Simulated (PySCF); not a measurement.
A structure optimised at B3LYP-D3(BJ)/def2-SVP, used in a PySCF frequency run:

```
Al
O 1 1.6926
C 2 1.3999 1 139.41
H 3 1.1045 2 110.32 1 120.62
H 3 1.1045 4 107.61 2 -120.41
H 3 1.1060 4 107.98 5 -116.32
C 1 1.9383 2 121.25 3 180.00
H 7 1.1012 1 111.27 2 0.00
H 7 1.1026 8 108.56 1 -122.04
H 7 1.1026 8 108.56 9 -115.92
I 1 2.4993 2 116.92 3 0.00
```

### Question
Write its SMILES, formula and point group.

### Answer
C[O][Al]([CH3])[I], C₂H₆AlIO, Cs

### Question
What are its rotational constants (standard atomic weights)?

### Answer
2.7197, 1.1259, 0.80434 GHz
